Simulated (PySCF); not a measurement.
This PySCF input asks for the NMR shieldings of `O=C(NC[SiH3])[C@@H]1CC[SiH2]1`, C5H13NOSi2; the geometry comes from GFN2-xTB.

```python
import basis_set_exchange as bse
import numpy as np
from pyscf import gto, dft
from pyscf.prop import nmr

atoms = """
O     0.519011   -0.007750    0.865599
C     0.248789    0.230838   -0.316272
N     1.224768    0.421250   -1.202391
C     2.601741    0.332095   -0.786947
Si    2.752633   -0.091229    1.083595
C    -1.152518    0.239048   -0.789109
C    -2.108600    0.955971    0.189758
C    -2.744498   -0.247421    0.915568
Si   -1.948930   -1.464002   -0.314248
H     1.007636    0.622684   -2.166784
H     3.099087    1.282058   -0.993942
H     3.104269   -0.430126   -1.386482
H     2.387373   -1.469368    1.396401
H     2.434233    1.026842    1.963544
H     4.244761   -0.137725    1.162038
H    -1.220468    0.593105   -1.817158
H    -1.576961    1.623377    0.866739
H    -2.851357    1.535118   -0.356974
H    -3.829799   -0.203125    0.972782
H    -2.364383   -0.348035    1.929466
H    -2.812317   -1.965711   -1.387676
H    -1.024881   -2.478506    0.171642
"""
names = dict.fromkeys(["O", "C", "N", "Si", "H"], "pcSseg-1")
basis = {el: gto.basis.parse(bse.get_basis(n, elements=[el], fmt="nwchem")) for el, n in names.items()}
mol = gto.M(atom=atoms, basis=basis, charge=0, verbose=0)
mf = dft.RKS(mol, xc="PBE0")
mf.grids.level = 2
mf.grids.alignment = dft.numint.BLKSIZE   # the property module wants whole blocks of grid points
mf.conv_tol = 1e-9
mf.kernel()

calc = nmr.RKS(mf)   # GIAO
C = mf.mo_coeff
Co = C[:, mf.mo_occ > 0]
resp = mf.gen_response(singlet=True, hermi=2)
def vind(x):   # induced exchange potential for any number of trial vectors
    d = np.einsum("pi,xij,qj->xpq", C, 2 * x.reshape(-1, C.shape[1], Co.shape[1]), Co, optimize=True)
    return np.einsum("xpq,pi,qj->xij", resp(d - d.transpose(0, 2, 1)), C, Co, optimize=True).ravel()
mo1, _ = nmr.rhf.solve_mo1(calc, with_cphf=vind)
sigma = calc.kernel(mo1)
for i, s in enumerate(sigma):   # ppm
    w = np.linalg.eigvalsh((s + s.T) / 2)
    print("%2d %-2s iso %8.1f  s11 %8.1f  s22 %8.1f  s33 %8.1f" % (i, mol.atom_pure_symbol(i), w.mean(), *w))
```

Problem. Give the expected output.

Solution. 
```
 0 O  iso     -6.0  s11   -233.2  s22    -99.8  s33    314.8
 1 C  iso      2.0  s11    -64.2  s22    -24.9  s33     95.0
 2 N  iso    141.0  s11     56.6  s22    152.6  s33    213.7
 3 C  iso    159.6  s11    132.6  s22    150.3  s33    195.8
 4 Si iso    449.9  s11    392.0  s22    442.7  s33    514.8
 5 C  iso    152.5  s11    141.3  s22    147.6  s33    168.5
 6 C  iso    161.4  s11    148.9  s22    158.8  s33    176.5
 7 C  iso    177.9  s11    159.0  s22    175.2  s33    199.6
 8 Si iso    370.8  s11    334.9  s22    362.2  s33    415.2
 9 H  iso     26.8  s11     19.5  s22     29.4  s33     31.6
10 H  iso     29.2  s11     24.0  s22     27.5  s33     36.0
11 H  iso     29.2  s11     24.1  s22     27.6  s33     35.9
12 H  iso     26.8  s11     22.7  s22     26.9  s33     30.8
13 H  iso     26.7  s11     22.6  s22     26.5  s33     31.0
14 H  iso     27.8  s11     24.0  s22     25.6  s33     33.7
15 H  iso     29.8  s11     25.1  s22     30.8  s33     33.7
16 H  iso     29.1  s11     25.5  s22     27.8  s33     33.9
17 H  iso     29.3  s11     24.8  s22     28.2  s33     35.0
18 H  iso     30.3  s11     26.2  s22     27.2  s33     37.6
19 H  iso     29.6  s11     25.9  s22     28.0  s33     34.9
20 H  iso     26.7  s11     24.1  s22     24.5  s33     31.6
21 H  iso     26.9  s11     23.6  s22     26.1  s33     31.0
```

These numbers come from an equivalent density-fitted implementation of the same equations, which agrees with the script to about 0.01 ppm for H and up to a few tenths of a ppm for heavy atoms, so last digits may differ.

Problem. Turn these shieldings into chemical shifts. Chemical shifts δ = σref − σ; $^{17}$O (336.08 ppm) vs H2O; TMS for $^{13}$C (186.93 ppm), $^{29}$Si (349.16 ppm), $^{1}$H (31.72 ppm); NH3 for $^{15}$N (267.73 ppm), all at this level.

Solution. Averaging equivalent atoms: O 0: 342.1; C 1: 184.9; C 5: 34.4; C 3: 27.3; C 6: 25.5; C 7: 9.0; N 2: 126.8; Si 8: -21.6; Si 4: -100.7; H 20: 4.99; H 9: 4.90; H 21: 4.81; H 12/13/14: 4.61; H 16: 2.64; H 10: 2.56; H 11: 2.51; H 17: 2.39; H 19: 2.12; H 15: 1.90; H 18: 1.39 ppm. Unscaled 17O shifts of doubly bonded oxygen tend to come out too high, by tens of ppm or more. Experimental scales use liquid or dissolved standards, which lie at an offset from isolated NH3 (liquid NH3: subtract about 20 ppm) and H2O (liquid H2O: subtract about 36 ppm).

Size and cost of the density-fitted run: 232 basis functions, 36 s wall time on 1 thread of an Intel Xeon 6975P-C, shared host; peak memory 1.1 GiB.
